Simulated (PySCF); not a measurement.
Mapped SMILES: `[OH:1][Si:2]([OH:3])([SiH3:4])[SiH2:5][SiH3:6]` (H(Xn): hydrogen on atom n).

PySCF calculation with geometry from GFN2-xTB and GIAO PBE0/pcSseg-1 shieldings; no solvent, single conformer, fast rotation and ring inversion assumed for equivalent nuclei, no relativistic terms.

δ = σ(ref) − σ, references computed at the same level: TMS for ¹H (σref 31.72), ²⁹Si (σref 349.16); ¹⁷O (σref 336.08) against H2O.

```json
{"atoms": "H(O1)/H(O3)", "nucleus": "¹H", "count": "2", "δ (ppm)": "1.41"}
{"atoms": "H(Si4)", "nucleus": "¹H", "count": "3", "δ (ppm)": "3.29"}
{"atoms": "Si2", "nucleus": "²⁹Si", "count": "1", "δ (ppm)": "?"}
{"atoms": "O1/O3", "nucleus": "¹⁷O", "count": "2", "δ (ppm)": "61.8"}
{"atoms": "Si6", "nucleus": "²⁹Si", "count": "1", "δ (ppm)": "-116.7"}
{"atoms": "H(Si5)", "nucleus": "¹H", "count": "2", "δ (ppm)": "?"}
{"atoms": "Si5", "nucleus": "²⁹Si", "count": "1", "δ (ppm)": "-129.9"}
{"atoms": "Si4", "nucleus": "²⁹Si", "count": "1", "δ (ppm)": "-122.8"}
{"atoms": "H(Si6)", "nucleus": "¹H", "count": "3", "δ (ppm)": "?"}
```

Complete the table.

## Answers


- H(Si6): 3.63 ppm, hydrogen on a silicon bonded to Si
- H(Si5): 3.14 ppm, hydrogen on a silicon bonded to 2 Si
- Si2: 25.8 ppm, silicon bonded to 2 O, 2 Si

Exchangeable OH/NH protons stand at their gas-phase positions; hydrogen bonding in a real sample shifts them, mostly to higher δ. Experimental scales use liquid or dissolved standards, which lie at an offset from isolated H2O (liquid H2O: subtract about 36 ppm).
